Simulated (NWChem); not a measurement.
Isomers of C2H5FOSi, each optimised at B3LYP/6-31G* with NWChem, gas phase unless a solvent is named. Flexible species stand in one conformer each, which need not be the lowest. Pople sets run with spherical d functions. Relative energies count from the lowest isomer at each level and are electronic, without zero-point energy, on those geometries.

A: O=C(C)[SiH2]F
B: O=CC[SiH2]F
C: C=C(F)[SiH2]O
D: C=C[SiH](O)F

### Question
Which isomer is lowest, and do the levels agree? Levels: B3LYP/6-31G*; PBE/def2-TZVP; B3LYP/def2-TZVP; CAM-B3LYP/def2-TZVP; PBE0/def2-TZVP; r2SCAN/def2-TZVP; BLYP/def2-TZVP.

### Answer
All put D lowest.
| quantity | A | B | C | D |
|---|---|---|---|---|
| relative energy, B3LYP/6-31G* (kcal/mol) | 25.1 | 22.4 | 51.7 | 0.0 |
| relative energy, PBE/def2-TZVP (kcal/mol) | 30.3 | 26.4 | 51.0 | 0.0 |
| relative energy, B3LYP/def2-TZVP (kcal/mol) | 33.8 | 29.6 | 53.9 | 0.0 |
| relative energy, CAM-B3LYP/def2-TZVP (kcal/mol) | 34.9 | 30.4 | 54.7 | 0.0 |
| relative energy, PBE0/def2-TZVP (kcal/mol) | 33.3 | 28.3 | 53.4 | 0.0 |
| relative energy, r2SCAN/def2-TZVP (kcal/mol) | 34.5 | 29.4 | 54.2 | 0.0 |
| relative energy, BLYP/def2-TZVP (kcal/mol) | 31.2 | 27.9 | 51.9 | 0.0 |
